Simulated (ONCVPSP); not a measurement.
Pd: excitation energies, all-electron against ONCV

- Element: Pd
- Generator: ONCVPSP 4.0.1
- Type: optimised norm-conserving Vanderbilt (ONCV)
- Functional: PBE
- Relativity: scalar-relativistic
- Frozen core: [Ar] 3d10
- Valence charge: 18
- Reference configuration: 4s2 4p6 4d10
- Partial waves: 4s: rc 1.55 bohr, ncon 3, nbas 6, qcut 8.5 1/bohr, 2 projectors, debl 3.4 Ha; 4p: rc 1.00 bohr, ncon 5, nbas 8, qcut 8.5 1/bohr, 2 projectors, debl 1.5 Ha; 4d: rc 1.55 bohr, ncon 4, nbas 9, qcut 8.6 1/bohr, 2 projectors, debl 1.3 Ha
- Local potential: polynomial inside 0.85 bohr (lpopt 5, dvloc0 0 Ha)
- Core correction: none

In the p channel the program set the typed energies aside and used -1.882, 0.250 Ha.

Energies are relative to the spin-unpolarised reference configuration 4s2 4p6 4d10; without spin polarisation the order of configurations can differ from experiment. Not all tests gave a result: 1 of 4 tests not solved or not reliable.

```json
{"valence configuration": "4s2 4p6 4d9", "charge": "+1", "ΔE all-electron (eV)": "9.115", "error AE − PS (meV)": "0.0"}
{"valence configuration": "4s2 4p6 4d8", "charge": "+2", "ΔE all-electron (eV)": "29.934", "error AE − PS (meV)": "-1.5"}
{"valence configuration": "4s2 4p6 4d9.5", "charge": "+0.5", "ΔE all-electron (eV)": "3.234", "error AE − PS (meV)": "+0.2"}
```

Note: no bound ghost flagged; GHOST(+) flagged for s at 83.0 eV, p at 352.9 eV.
